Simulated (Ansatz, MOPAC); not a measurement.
Species: SiH₂F₂, charge 0, multiplicity 1. SMILES: F[SiH2]F

Atoms: Si1, F2, F3, H4, H5. Bonds: Si1-F2, Si1-F3, Si1-H4, Si1-H5.

Bond lengths (Å) and angles (degrees) optimised at PM3 with MOPAC; HF/6-31G* with Ansatz (a program for electronic structure); B3LYP/LANL2DZ with Ansatz; MP2/6-31G* with Ansatz, each started from the B3LYP-D3(BJ)/def2-TZVP structure (Ansatz) of the last column. A row stands for all coordinates that are equal there. 6-31G* holds six Cartesian d functions. No wavenumbers were computed at B3LYP/LANL2DZ, MP2/6-31G*, so these may be saddle points.

```tsv
coordinate	PM3	HF/6-31G*	B3LYP/LANL2DZ	MP2/6-31G*	B3LYP-D3(BJ)/def2-TZVP
Si1-F2	1.597	1.581	1.677	1.605	1.592
Si1-H4	1.506	1.462	1.473	1.473	1.470
F2-Si1-F3	104.4	107.6	106.9	108.2	108.0
F2-Si1-H4	110.7	108.9	108.4	108.7	108.5
H4-Si1-H5	109.4	113.4	116.0	113.6	114.7
```

Mean signed difference of all 4 bond lengths from B3LYP-D3(BJ)/def2-TZVP: PM3 0.021 Å, HF/6-31G* -0.009 Å, B3LYP/LANL2DZ 0.044 Å, MP2/6-31G* 0.009 Å.
